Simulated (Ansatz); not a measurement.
`CB(F)[CH2][AlH2]` + `C1N[SiH2]1` → `[AlH2][N]1C[SiH2]1` + `CB(C)F`  (ligand exchange at the Al–C bond)

Program: Ansatz. Geometries: PBE0-D4/def2-TZVP. ΔE: electronic, gas phase. CBS: MP2 limit from def2 TZ/QZ plus the TZ coupled-cluster correction, frozen cores. DFT in def2-TZVPP. One conformer a species, not always the lowest.

Q: Is it downhill or uphill in electronic energy at CCSD(T)/CBS, and by how much? (Best estimate.)

A: Computed: Downhill: ΔE = -95.5 kJ/mol.

Q: What do these levels give: BHLYP-D4, CAM-B3LYP-D4, revPBE, r2SCAN, PBE0, HF/CBS(def2)? (Estimate.)

A: Computed: BHLYP-D4 -103.0, CAM-B3LYP-D4 -100.2, revPBE -86.3, r2SCAN -93.4, PBE0 -88.8, HF/CBS(def2) -109.1 kJ/mol.

Q: What do rigid-rotor, harmonic-oscillator terms from PBE0-D4/def2-TZVP frequencies (298.15 K, 1 bar) make of the CCSD(T)/CBS value? (An estimate is asked.)

A: Ansatz gave: ΔZPE = +0.3 kJ/mol, ΔH = -94.7 kJ/mol, ΔS = -2 J/(mol·K), ΔG = -94.1 kJ/mol. Modes under 50 cm⁻¹ make the entropy rough.

Largest T1 diagnostic among the species: 0.013.

Leaving LDA and LC-ωPBE aside and taking each functional with its dispersion term where it has one, the values, not all of them listed here, spread over 16.4 kJ/mol, from BHLYP-D4 to revPBE-D4. At CCSD(T), def2-SVP lies −9.4 kJ/mol from the extrapolated value and def2-TZVPP −1.2 kJ/mol. From BLYP to BHLYP (50 % exact exchange), in def2-TZVPP and without D4, ΔE moves by −5.0 kJ/mol.
